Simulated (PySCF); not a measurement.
C₄H₇FSi, SMILES C1=C[C@H]([Si@H]1C)F.

Coordinates come from a TPSSh-D3(BJ)/def2-SVP optimisation. The structure was generated by enumeration; whether it is a known compound was not checked.

All values below come from TDA-LC-ωPBE/def2-SVPD run with PySCF 2.14.0.

Vertical excitations. The molecule is in vacuum.

Problem. Estimate the UV-visible absorptions. (An estimate is asked for; the answer gives what the named calculation found.)

Solution. 
```json
[
 {"state": "S1", "energy (eV)": "6.36", "λ (nm)": "195", "f": "0.008", "main pairs": "HOMO→LUMO 65 %, HOMO−1→LUMO 18 %, HOMO−2→LUMO 10 %"},
 {"state": "S2", "energy (eV)": "6.64", "λ (nm)": "187", "f": "0.011", "main pairs": "HOMO−2→LUMO 79 %, HOMO→LUMO 12 %"},
 {"state": "S3", "energy (eV)": "7.41", "λ (nm)": "167", "f": "0.080", "main pairs": "HOMO−1→LUMO 46 %, HOMO→LUMO+2 23 %, HOMO→LUMO 9 %"},
 {"state": "S4", "energy (eV)": "7.91", "λ (nm)": "157", "f": "0.147", "main pairs": "HOMO→LUMO+2 48 %, HOMO−1→LUMO 18 %"},
 {"state": "S5", "energy (eV)": "8.02", "λ (nm)": "154", "f": "0.008", "main pairs": "HOMO−4→LUMO 57 %, HOMO−3→LUMO 19 %"},
 {"state": "S6", "energy (eV)": "8.11", "λ (nm)": "153", "f": "0.021", "main pairs": "HOMO−1→LUMO+2 28 %, HOMO→LUMO+1 22 %, HOMO→LUMO+5 9 %, HOMO→LUMO+2 9 %"},
 {"state": "S7", "energy (eV)": "8.38", "λ (nm)": "148", "f": "0.036", "main pairs": "HOMO→LUMO+3 49 %, HOMO−1→LUMO+2 18 %"},
 {"state": "S8", "energy (eV)": "8.49", "λ (nm)": "146", "f": "0.036", "main pairs": "HOMO→LUMO+1 19 %, HOMO−1→LUMO+2 19 %, HOMO→LUMO+3 16 %, HOMO−2→LUMO+2 11 %"},
 {"state": "S9", "energy (eV)": "8.77", "λ (nm)": "141", "f": "0.035", "main pairs": "HOMO−2→LUMO+2 27 %, HOMO−1→LUMO+3 26 %, HOMO→LUMO+4 6 %, HOMO−2→LUMO+3 5 %"},
 {"state": "S10", "energy (eV)": "8.93", "λ (nm)": "139", "f": "0.246", "main pairs": "HOMO−1→LUMO+1 19 %, HOMO−2→LUMO+2 16 %, HOMO→LUMO+1 16 %, HOMO−1→LUMO+3 16 %"},
 {"state": "T1", "energy (eV)": "4.14", "λ (nm)": "300", "f": "0", "main pairs": "HOMO→LUMO 42 %, HOMO−1→LUMO 41 %, HOMO−3→LUMO 7 %"},
 {"state": "T2", "energy (eV)": "5.85", "λ (nm)": "212", "f": "0", "main pairs": "HOMO−2→LUMO 73 %"},
 {"state": "T3", "energy (eV)": "6.29", "λ (nm)": "197", "f": "0", "main pairs": "HOMO→LUMO 43 %, HOMO−1→LUMO 32 %, HOMO−2→LUMO 14 %"},
 {"state": "T4", "energy (eV)": "7.10", "λ (nm)": "175", "f": "0", "main pairs": "HOMO→LUMO+2 64 %"}
]
```
Triplets are in the Tamm–Dancoff approximation.
